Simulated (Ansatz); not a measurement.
Ge(OMe)H3 (CH₆GeO), 9 atoms. Hardware: 4 threads of Arm Neoverse V1 on a shared host.

Correlated methods freeze 11 core orbitals; core or outer-core shells of Ge are correlated, in sets that lack core-valence functions.

Question: How many basis functions does each of these Ansatz runs have, and roughly what does it cost? MP2/def2-TZVP, charge 0 singlet, energy, from earlier orbitals; r2SCAN-D4/def2-TZVP, charge 0 triplet at the geometry of the charge 0 singlet, energy, from earlier orbitals; HF/STO-3G, charge 0 singlet, energy; CAM-B3LYP-D4/def2-TZVP, charge 0 singlet, energy, from earlier orbitals; PBE0-D4/def2-SVP, charge 0 singlet, energy, from earlier orbitals; r2SCAN0-D4/def2-TZVP, charge 0 singlet, energy, from earlier orbitals; PBE-D4/def2-TZVPD, charge 0 singlet, energy, from earlier orbitals; PBE0-D4/def2-TZVPD, charge 0 singlet, energy, from earlier orbitals; PBE-D4/def2-TZVP, charge 0 singlet, relaxation, 7 steps; CCSD(T)/def2-TZVPP, charge 0 singlet, energy, from earlier orbitals; PBE-D4/def2-TZVP, charge 1 doublet at the geometry of the charge 0 singlet, energy, from earlier orbitals; PBE-D4/def2-TZVPD, charge -1 doublet at the geometry of the charge 0 singlet, energy, from earlier orbitals.

Answer: Other jobs shared the machine, so times can vary by a factor of up to 3. A dash marks memory too small to be measured apart from the calling script's.

```tsv
run	functions	fitting or Cholesky vectors	wall time	peak host memory (GiB)
HF/STO-3G, charge 0 singlet, energy	34	412	0.1 s	–
PBE0-D4/def2-SVP, charge 0 singlet, energy, from earlier orbitals	90	898	0.9 s	–
CAM-B3LYP-D4/def2-TZVP, charge 0 singlet, energy, from earlier orbitals	146	984	1.6 s	–
MP2/def2-TZVP, charge 0 singlet, energy, from earlier orbitals	146	1024	1.6 s	–
PBE-D4/def2-TZVPD, charge 0 singlet, energy, from earlier orbitals	185	1037	1.6 s	–
PBE-D4/def2-TZVP, charge 1 doublet at the geometry of the charge 0 singlet, energy, from earlier orbitals	146	953	2 s	–
PBE0-D4/def2-TZVPD, charge 0 singlet, energy, from earlier orbitals	185	1090	2.1 s	–
r2SCAN0-D4/def2-TZVP, charge 0 singlet, energy, from earlier orbitals	146	996	2.5 s	–
r2SCAN-D4/def2-TZVP, charge 0 triplet at the geometry of the charge 0 singlet, energy, from earlier orbitals	146	953	4.8 s	–
PBE-D4/def2-TZVP, charge 0 singlet, relaxation, 7 steps	146	953	7.5 s	–
PBE-D4/def2-TZVPD, charge -1 doublet at the geometry of the charge 0 singlet, energy, from earlier orbitals	185	1037	8.5 s	–
CCSD(T)/def2-TZVPP, charge 0 singlet, energy, from earlier orbitals	194	1166	54 s	2.3
```
